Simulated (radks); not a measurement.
Values are calculated unless marked as measured or tabulated.
Question: Valence configurations of neutral terbium (all share [Xe]). Code: a radial shooting solver on a logarithmic mesh with Libxc functionals. Model: Dirac Kohn-Sham, BLYP, spin-unpolarised, spherical densities, finite nucleus; open shells fill j = l - 1/2 first; Fermi nuclear charge, rms radius 5.06 fm. Order these by energy: 4f9 6s2; 4f6 5d2 6s2 6p1; 4f9 6p2; 4f7 5d2 6s2; 4f9 5d1 6s1; 4f9 6s0.5 6p1.5; 4f9 6s1.5 6p0.5; 4f7 5d4; 4f9 6s1 6p1.

Answer: From the lowest, in eV above it: 4f9 6s2 0.000; 4f9 6s1.5 6p0.5 1.224; 4f9 5d1 6s1 2.398; 4f9 6s1 6p1 2.496; 4f9 6s0.5 6p1.5 3.814; 4f9 6p2 5.174; 4f7 5d2 6s2 11.641; 4f7 5d4 14.424; 4f6 5d2 6s2 6p1 29.600. NIST lists [Xe] 4f9 6s2 as the ground configuration; this level of theory agrees among the configurations tried. The energies are those of spherical spin-averaged densities, not of single terms. No valid solution was reached for [Xe] 4f10 6s1.
